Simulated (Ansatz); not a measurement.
Relaxation of the cluster SnO₃H₂ with RKS PBE-D4/def2-SVP.

```sh
$ ansatz run in.yaml --threads 4 --pin off --events-out ev --progress --plain --max-ram 3916MiB
```

```yaml
crystal:
  periodic: [false, false, false]
  atoms:
    - {symbol: Sn, position_ang: [-0.161620, 0.426820, -1.270220]}
    - {symbol: O, position_ang: [0.806200, -1.226750, -0.879270]}
    - {symbol: O, position_ang: [-0.013360, 1.670090, 0.477640]}
    - {symbol: O, position_ang: [-1.141750, 0.831770, 0.771570]}
    - {symbol: H, position_ang: [-0.800080, 0.271070, 1.482240]}
    - {symbol: H, position_ang: [1.310620, -1.973000, -0.581970]}
basis:
  gaussian: {orbitals: def2-SVP}
hamiltonian: {xc: pbe, dispersion: d4}
scf: {omitted_lower_state_checks: [starts]}
output: {orbitals: {seedname: orbitals}}
relax: {f_tol: 0.02, max_steps: 100}
```

Run time 9 s (4 threads of Arm Neoverse V1 on a shared host).

Positions (Å) and forces (eV/Å) at steps 1, 2, 3, 4, 5, 6, 7, 8, 9, 10, 11, 12, 13, 14 of 14:

```xyz
6
step=1 energy=-11992.1082 eV
Sn   -0.162    0.427   -1.270   -0.173    0.577   -0.913
O     0.806   -1.227   -0.879   -0.255    0.176   -0.256
O    -0.013    1.670    0.478    1.284    0.740   -0.302
O    -1.142    0.832    0.772   -1.627   -0.324    0.396
H    -0.800    0.271    1.482    0.201   -0.514    0.537
H     1.311   -1.973   -0.582    0.570   -0.655    0.538
6
step=2 energy=-11992.2501 eV
Sn   -0.209    0.475   -1.389    0.177    0.096    0.389
O     0.769   -1.170   -0.863   -0.036   -0.261   -0.251
O     0.071    1.584    0.449    0.394    0.179   -0.409
O    -1.134    0.826    0.805   -0.477   -0.312    0.292
H    -0.777    0.169    1.448    0.006    0.024   -0.135
H     1.279   -1.884   -0.450   -0.064    0.274    0.114
6
step=3 energy=-11992.2798 eV
Sn   -0.213    0.497   -1.389    0.064    0.110    0.246
O     0.738   -1.165   -0.858    0.082   -0.507   -0.123
O     0.080    1.596    0.427    0.032   -0.001   -0.078
O    -1.132    0.831    0.836    0.258   -0.631    0.288
H    -0.722    0.083    1.360   -0.259    0.558   -0.342
H     1.249   -1.841   -0.375   -0.176    0.472    0.009
6
step=4 energy=-11992.3178 eV
Sn   -0.199    0.525   -1.405    0.021    0.094    0.155
O     0.697   -1.167   -0.872    0.193   -0.690   -0.062
O     0.081    1.596    0.418   -0.138   -0.077    0.084
O    -1.114    0.779    0.820    0.459   -0.452    0.297
H    -0.673    0.047    1.343   -0.307    0.554   -0.398
H     1.208   -1.780   -0.304   -0.228    0.571   -0.076
6
step=5 energy=-11992.3729 eV
Sn   -0.176    0.550   -1.409   -0.110    0.189   -0.121
O     0.615   -1.223   -0.934    1.201   -1.343    1.347
O     0.097    1.589    0.422   -0.234   -0.260    0.260
O    -1.087    0.727    0.813    0.490   -0.037    0.075
H    -0.619   -0.009    1.287   -0.217    0.309   -0.162
H     1.171   -1.634   -0.179   -1.129    1.142   -1.400
6
step=6 energy=-11992.4511 eV
Sn   -0.192    0.535   -1.441   -0.109    0.287    0.050
O     0.609   -1.240   -0.965    1.044   -0.948    1.456
O     0.162    1.508    0.424   -0.183   -0.186    0.081
O    -1.065    0.719    0.813    0.451   -0.213    0.116
H    -0.637   -0.044    1.286   -0.267    0.378   -0.200
H     1.124   -1.477   -0.117   -0.935    0.681   -1.503
6
step=7 energy=-11992.5331 eV
Sn   -0.231    0.473   -1.403    0.233   -0.426   -0.149
O     0.694   -1.343   -1.057   -0.127    0.456    0.299
O     0.241    1.396    0.459   -0.007   -0.058    0.040
O    -1.087    0.796    0.815    0.152   -0.148    0.151
H    -0.789    0.046    1.382   -0.126    0.109   -0.046
H     1.172   -1.368   -0.195   -0.124    0.068   -0.295
6
step=8 energy=-11992.5530 eV
Sn   -0.196    0.468   -1.446   -0.171    0.288    0.056
O     0.624   -1.322   -1.000    0.101   -0.165    0.091
O     0.257    1.378    0.442   -0.102   -0.249    0.017
O    -1.059    0.767    0.823    0.042    0.123   -0.207
H    -0.777   -0.007    1.358    0.109    0.000    0.021
H     1.152   -1.285   -0.177    0.022    0.002    0.023
6
step=9 energy=-11992.5570 eV
Sn   -0.234    0.465   -1.452    0.069   -0.106    0.161
O     0.614   -1.324   -0.981    0.124    0.009    0.050
O     0.315    1.275    0.452   -0.110    0.019   -0.015
O    -1.059    0.784    0.798    0.118   -0.059    0.115
H    -0.842    0.020    1.384   -0.008    0.103   -0.174
H     1.206   -1.220   -0.201   -0.192    0.034   -0.136
6
step=10 energy=-11992.5612 eV
Sn   -0.238    0.464   -1.450    0.016    0.030   -0.012
O     0.632   -1.313   -0.991    0.130   -0.026    0.269
O     0.303    1.297    0.442    0.199    0.103   -0.068
O    -1.039    0.778    0.806   -0.150   -0.213    0.166
H    -0.796   -0.013    1.344   -0.068    0.112   -0.085
H     1.138   -1.213   -0.151   -0.127   -0.006   -0.269
6
step=11 energy=-11992.5640 eV
Sn   -0.234    0.459   -1.445   -0.018    0.030   -0.006
O     0.622   -1.326   -0.986    0.095    0.020    0.162
O     0.311    1.294    0.446    0.008   -0.013    0.000
O    -1.046    0.785    0.810    0.001   -0.070    0.031
H    -0.815   -0.008    1.347    0.002    0.066   -0.051
H     1.161   -1.203   -0.172   -0.088   -0.032   -0.135
6
step=12 energy=-11992.5645 eV
Sn   -0.233    0.465   -1.447   -0.006    0.010    0.013
O     0.616   -1.320   -0.978    0.058   -0.013    0.082
O     0.308    1.302    0.443   -0.026   -0.012    0.015
O    -1.046    0.778    0.808    0.028   -0.015    0.002
H    -0.804   -0.014    1.340    0.006    0.029   -0.031
H     1.159   -1.211   -0.167   -0.060    0.002   -0.081
6
step=13 energy=-11992.5648 eV
Sn   -0.233    0.467   -1.447   -0.012    0.021    0.002
O     0.610   -1.319   -0.970    0.044   -0.026    0.054
O     0.307    1.306    0.443   -0.014   -0.007    0.012
O    -1.043    0.776    0.808    0.017   -0.005   -0.003
H    -0.797   -0.022    1.329    0.004    0.012   -0.014
H     1.156   -1.208   -0.163   -0.038    0.005   -0.050
6
step=14 energy=-11992.5650 eV
Sn   -0.234    0.468   -1.447    0.003    0.010    0.013
O     0.603   -1.320   -0.962    0.003    0.000    0.004
O     0.311    1.304    0.445   -0.008   -0.009   -0.017
O    -1.039    0.773    0.805    0.002    0.004    0.004
H    -0.793   -0.029    1.319    0.001   -0.003   -0.003
H     1.152   -1.196   -0.160   -0.002   -0.002   -0.001
```

In the def2 sets Sn takes a core potential; there is no spin–orbit coupling. The structure holds one bond between oxygen atoms, so isomers without such links may lie far lower. The structure comes from a short search, and lower isomers may exist.
